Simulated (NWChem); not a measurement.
System: CdSiH4O; SMILES [Cd]([SiH3])[OH]

The following NWChem deck was run.

```
start job
memory heap 200 mb stack 900 mb global 1100 mb
geometry units angstroms noautoz
  Cd     0.778789    -0.298487    -0.001096
  O      1.130672    -2.245111    -0.001899
  H      0.332692    -2.784851     0.001396
  Si     0.426606     2.151619     0.000257
  H     -1.034573     2.470247    -0.073664
  H      1.093867     2.803003    -1.170614
  H      0.967194     2.782870     1.245114
end
basis spherical
  * library def2-svp
end
ecp
  Cd library def2-ecp
end
dft
  xc b3lyp
  iterations 150
  vectors input atomic output neutral.movecs
end
task dft energy
charge 1
dft
  odft
  mult 2
  vectors input atomic output cation.movecs
end
task dft energy
```

Excerpt of the output:

```
             Northwest Computational Chemistry Package (NWChem) 7.3.0
             --------------------------------------------------------

 C1  symmetry detected

                             Geometry "geometry" -> ""
                             -------------------------

 Output coordinates in angstroms (scale by  1.889725989 to convert to a.u.)

  No.       Tag          Charge          X              Y              Z
 ---- ---------------- ---------- -------------- -------------- --------------
    1 Cd                  48.0000     0.00272324    -0.34444114    -0.00008727
    2 O                    8.0000     0.07048873    -2.32145276     0.00032482
    3 H                    1.0000    -0.79693260    -2.74059748    -0.00004483
    4 Si                  14.0000     0.00719418     2.13084350     0.00014168
    5 H                    1.0000    -1.39249387     2.65662186    -0.08024903
    6 H                    1.0000     0.76653933     2.67876030    -1.16761659
    7 H                    1.0000     0.62754322     2.67820323     1.24751755

 Effective nuclear repulsion energy (a.u.)     316.8121323174

                                 NWChem DFT Module
                                 -----------------

 Summary of "ao basis" -> "ao basis" (spherical)
 ------------------------------------------------------------------------------
       Tag                 Description            Shells   Functions and Types
 ---------------- ------------------------------  ------  ---------------------
 Cd                         def2-svp                11       31   5s3p2d1f
 O                          def2-svp                 6       14   3s2p1d
 H                          def2-svp                 3        5   2s1p
 Si                         def2-svp                 8       18   4s3p1d

            General Information
            -------------------
          SCF calculation type: DFT
          Wavefunction type:  closed shell.
          No. of atoms     :     7
          No. of electrons :    46
           Alpha electrons :    23
            Beta electrons :    23
          Charge           :     0
          Spin multiplicity:     1
          Use of symmetry is: off; symmetry adaption is: off
          Maximum number of iterations: 150
          AO basis - number of functions:    83
                     number of shells:    37
          Convergence on energy requested:  1.00D-06
          Convergence on density requested:  1.00D-05
          Convergence on gradient requested:  5.00D-04

              XC Information
              --------------
                         B3LYP Method XC Potential
                     Hartree-Fock (Exact) Exchange  0.200
                        Slater Exchange Functional  0.800 local
                    Becke 1988 Exchange Functional  0.720 non-local
              Lee-Yang-Parr Correlation Functional  0.810
                  VWN I RPA Correlation Functional  0.190 local

             Grid Information
             ----------------
          Grid used for XC integration:  medium
          Radial quadrature: Mura-Knowles
          Angular quadrature: Lebedev.
          Tag              B.-S. Rad. Rad. Pts. Rad. Cut. Ang. Pts.
          ---              ---------- --------- --------- ---------
          Cd                  1.55      123          10.0       590
          O                   0.60       49          13.0       434
          H                   0.35       45          13.0       434
          Si                  1.10       88          12.0       590
          Grid pruning is: on
          Number of quadrature shells:   440
          Spatial weights used:  Erf1

      Superposition of Atomic Density Guess
      -------------------------------------

 Sum of atomic energies:        -557.40050026

      Non-variational initial energy
      ------------------------------

 Total energy =    -532.771878
 1-e energy   =   -1109.301740
 2-e energy   =     422.684989
 HOMO         =      -0.325241
 LUMO         =      -0.013215

   convergence    iter        energy       DeltaE   RMS-Dens  Diis-err
 ---------------- ----- ----------------- --------- --------- ---------
 d= 0,ls=0.0,diis     1   -534.6515131046 -6.88D+02  3.69D-02  8.60D-01
 d= 0,ls=0.0,diis     2   -533.0634132862  1.59D+00  2.98D-02  1.34D+01
 d= 0,ls=0.0,diis     3   -534.7703773586 -1.71D+00  2.26D-03  1.79D-02
 d= 0,ls=0.0,diis     4   -534.7719527356 -1.58D-03  9.19D-04  5.36D-03
 d= 0,ls=0.0,diis     5   -534.7725523621 -6.00D-04  2.77D-04  6.71D-04
  Resetting Diis
 d= 0,ls=0.0,diis     6   -534.7726344813 -8.21D-05  4.83D-05  1.22D-05
 d= 0,ls=0.0,diis     7   -534.7726358506 -1.37D-06  3.28D-05  1.57D-06
 d= 0,ls=0.0,diis     8   -534.7726356075  2.43D-07  1.86D-05  4.01D-06
 d= 0,ls=0.0,diis     9   -534.7726360568 -4.49D-07  4.29D-06  2.82D-07

         Total DFT energy =     -534.772636056751
      One electron energy =    -1110.936874867800
           Coulomb energy =      468.818705322868
    Exchange-Corr. energy =      -46.499339035749
 Nuclear repulsion energy =      153.844872523930

 Numeric. integr. density =       46.000005608728

                       DFT Final Molecular Orbital Analysis
                       ------------------------------------

 Vector   21  Occ=2.000000D+00  E=-3.098094D-01
              MO Center= -7.2D-02, -5.5D-01, -1.8D-04, r^2= 4.3D+00
   Bfn.  Coefficient  Atom+Function         Bfn.  Coefficient  Atom+Function
  ----- ------------  ---------------      ----- ------------  ---------------
     4      0.558527  1 Cd s                  2     -0.331017  1 Cd s
    35     -0.261034  2 O  px                36      0.239033  2 O  py
    38     -0.178904  2 O  px                59     -0.174955  4 Si py
    34     -0.170956  2 O  s                 39      0.169838  2 O  py
     5      0.150106  1 Cd s                  3     -0.142825  1 Cd s

 Vector   22  Occ=2.000000D+00  E=-2.689190D-01
              MO Center=  8.6D-02, -4.2D-01,  3.4D-04, r^2= 5.3D+00
   Bfn.  Coefficient  Atom+Function         Bfn.  Coefficient  Atom+Function
  ----- ------------  ---------------      ----- ------------  ---------------
    36      0.380823  2 O  py                39      0.293752  2 O  py
    62      0.277134  4 Si py                59      0.237878  4 Si py
    35     -0.228588  2 O  px                54     -0.201240  4 Si s
     7      0.182537  1 Cd py                10     -0.180509  1 Cd py
    38     -0.176781  2 O  px                56     -0.132155  4 Si py

 Vector   23  Occ=2.000000D+00  E=-2.639189D-01
              MO Center=  5.0D-02, -2.2D+00,  3.7D-04, r^2= 1.1D+00
   Bfn.  Coefficient  Atom+Function         Bfn.  Coefficient  Atom+Function
  ----- ------------  ---------------      ----- ------------  ---------------
    37      0.606914  2 O  pz                40      0.468656  2 O  pz
    16      0.157926  1 Cd d -1              14      0.138824  1 Cd pz
    11      0.082174  1 Cd pz                 8     -0.071473  1 Cd pz
    50      0.029380  3 H  pz                63     -0.027150  4 Si pz

 Vector   24  Occ=0.000000D+00  E=-3.914809D-02
              MO Center= -5.0D-01, -4.1D-02,  4.9D-03, r^2= 5.6D+00
   Bfn.  Coefficient  Atom+Function         Bfn.  Coefficient  Atom+Function
  ----- ------------  ---------------      ----- ------------  ---------------
    12      0.688166  1 Cd px                 5     -0.438903  1 Cd s
    70      0.281601  5 H  s                 61      0.277549  4 Si px
     9      0.245412  1 Cd px                75     -0.228269  6 H  s
     6     -0.208168  1 Cd px                80     -0.194030  7 H  s
    62     -0.158016  4 Si py                54      0.151423  4 Si s

 Vector   25  Occ=0.000000D+00  E=-3.141705D-02
              MO Center= -3.2D-02,  8.7D-02, -2.9D-02, r^2= 5.7D+00
   Bfn.  Coefficient  Atom+Function         Bfn.  Coefficient  Atom+Function
  ----- ------------  ---------------      ----- ------------  ---------------
    14      0.714754  1 Cd pz                63      0.371685  4 Si pz
    80     -0.363582  7 H  s                 75      0.338006  6 H  s
    11      0.263632  1 Cd pz                 8     -0.220798  1 Cd pz
    37     -0.174697  2 O  pz                40     -0.170739  2 O  pz
    79     -0.118214  7 H  s                 74      0.109806  6 H  s

 Vector   26  Occ=0.000000D+00  E=-2.909906D-02
              MO Center=  4.7D-01, -4.1D-02,  2.4D-02, r^2= 5.8D+00
   Bfn.  Coefficient  Atom+Function         Bfn.  Coefficient  Atom+Function
  ----- ------------  ---------------      ----- ------------  ---------------
     5      0.972766  1 Cd s                 54     -0.652968  4 Si s
    62      0.491977  4 Si py                34     -0.358634  2 O  s
    53     -0.332359  4 Si s                 70      0.312674  5 H  s
    12      0.302084  1 Cd px                 4      0.234198  1 Cd s
    19     -0.221018  1 Cd d  2              47      0.212103  3 H  s

     Multipole analysis of the density
     ---------------------------------

     L   x y z        total         alpha         beta         nuclear
     -   - - -        -----         -----         ----         -------
     0   0 0 0     -0.000000    -23.000000    -23.000000     46.000000

     1   1 0 0     -0.502725     -0.179316     -0.179316     -0.144093
     1   0 1 0      0.315639     -8.954772     -8.954772     18.225183
     1   0 0 1     -0.000371     -0.002495     -0.002495      0.004618

     2   2 0 0    -29.634911    -21.238508    -21.238508     12.842104
     2   1 1 0      3.185803     -0.381131     -0.381131      3.948064
     2   1 0 1     -0.000451      0.000093      0.000093     -0.000636
     2   0 2 0    -37.109387   -264.904382   -264.904382    492.699377
     2   0 1 1      0.002627      0.002979      0.002979     -0.003331
     2   0 0 2    -30.991250    -20.720217    -20.720217     10.449183

                                 NWChem DFT Module
                                 -----------------

[...]
```

Level: B3LYP/def2-SVP with def2 effective core potentials on Cd, vertical spin-unrestricted ions. Coordinates come from a PBE0/def2-SVP optimisation. No frequency run checked for a minimum. B3LYP is NWChem's, with the RPA form of VWN correlation. def2 effective core potentials on Cd; no spin-orbit coupling.
